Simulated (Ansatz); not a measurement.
```yaml
crystal:
  periodic: [false, false, false]
  atoms:
    - {symbol: N, position_ang: [-1.196588, 1.630771, 0.373100]}
    - {symbol: Si, position_ang: [-0.180349, 0.285102, 0.066281]}
    - {symbol: Si, position_ang: [1.371076, -0.178664, 1.724318]}
    - {symbol: C, position_ang: [-0.880211, -1.109794, -0.918317]}
    - {symbol: C, position_ang: [0.211480, -0.294163, -1.651715]}
    - {symbol: H, position_ang: [-0.842620, 2.572734, 0.368311]}
    - {symbol: H, position_ang: [-2.175371, 1.596987, 0.142982]}
    - {symbol: H, position_ang: [2.273266, 0.983709, 1.956685]}
    - {symbol: H, position_ang: [2.200103, -1.334646, 1.285552]}
    - {symbol: H, position_ang: [0.717855, -0.516429, 3.017913]}
    - {symbol: H, position_ang: [-1.887069, -1.015344, -1.315588]}
    - {symbol: H, position_ang: [-0.634213, -2.136487, -0.668219]}
    - {symbol: H, position_ang: [-0.132041, 0.300611, -2.492978]}
    - {symbol: H, position_ang: [1.141885, -0.813586, -1.859326]}
basis:
  gaussian: {orbitals: pcseg-2}
total_charge: 4
hamiltonian: {xc: {name: PBEsol}}
output: {forces: true}
```

```sh
$ ansatz run in.yaml --threads 4 --pin off --events-out ev --progress --plain --max-ram 10444MiB
```

Output, abridged:

```
Functional definition: PBEsol
  name "PBEsol"
  cite "Perdew et al., Phys. Rev. Lett. 100, 136406 (2008) doi:10.1103/PhysRevLett.100.136406"
  cite "Perdew, Burke & Ernzerhof, Phys. Rev. Lett. 77, 3865 (1996) doi:10.1103/PhysRevLett.77.3865"
  parent pbesol
  exchange = pbesol_x
  correlation = pbesol_c
1456 factors; their error is unknown
mean field evaluation 1: about -19221.8760 eV, gradient 1.9e2 eV
mean field evaluation 2: about -17220.4269 eV, gradient 6.3e2 eV
mean field evaluation 4: about -19320.7502 eV, gradient 6.9e1 eV
mean field evaluation 8: about -19333.8184 eV, gradient 4.3e1 eV
mean field evaluation 16: about -19340.9276 eV, gradient 1.1e1 eV
mean field evaluation 32: about -19327.9786 eV, gradient 4.0e1 eV
mean field evaluation 64: about -19341.2497 eV, gradient 2.2e-2 eV
mean field -19341.66864083 eV, -710.7932122965 hartree, gradient 2.0e-5 eV, S^2 0.000000; 4 other end points of the search recorded, 0 dependent functions left out
the calculation of the forces begins
reference -19341.66868598 eV, -710.7932139558 hartree; 26, 26 occupied and 258, 258 virtual orbitals, 1456 factors
Total energy: -19341.66868598 eV, -710.7932139558 hartree
Atom 0 at    -1.196588     1.630771     0.373100 Å, force     1.841189    -1.793524    -1.404177 eV/Å
Atom 1 at    -0.180349     0.285102     0.066281 Å, force    -0.534557     3.273611     2.710850 eV/Å
Atom 2 at     1.371076    -0.178664     1.724318 Å, force     1.619484    -0.778695     1.158010 eV/Å
Atom 3 at    -0.880211    -1.109794    -0.918317 Å, force     1.105648    -1.103634    -3.750999 eV/Å
Atom 4 at     0.211480    -0.294163    -1.651715 Å, force    -1.817099    -3.376982    -2.174019 eV/Å
Atom 5 at    -0.842620     2.572734     0.368311 Å, force     0.561094     2.329391     0.633906 eV/Å
Atom 6 at    -2.175371     1.596987     0.142982 Å, force    -2.569813     0.130390     0.407546 eV/Å
Atom 7 at     2.273266     0.983709     1.956685 Å, force     0.232160     2.287239     0.474981 eV/Å
Atom 8 at     2.200103    -1.334646     1.285552 Å, force    -0.047997    -1.729198    -0.969284 eV/Å
Atom 9 at     0.717855    -0.516429     3.017913 Å, force    -0.500648    -0.270904     1.853085 eV/Å
Atom 10 at    -1.887069    -1.015344    -1.315588 Å, force    -1.679496     0.902222     0.143875 eV/Å
Atom 11 at    -0.634213    -2.136487    -0.668219 Å, force     0.766026    -1.193938     0.970704 eV/Å
Atom 12 at    -0.132041     0.300611    -2.492978 Å, force    -0.690785     1.602381    -0.670293 eV/Å
Atom 13 at     1.141885    -0.813586    -1.859326 Å, force     1.714794    -0.278358     0.615816 eV/Å
Dipole moment:     0.042963     0.070833    -0.018086 e Å
```

Question: Something in this input is off. What?

Answer: The charge is far from anything that the molecule holds. Self-consistency was reached. The result belongs to that input, not to the molecule as meant.
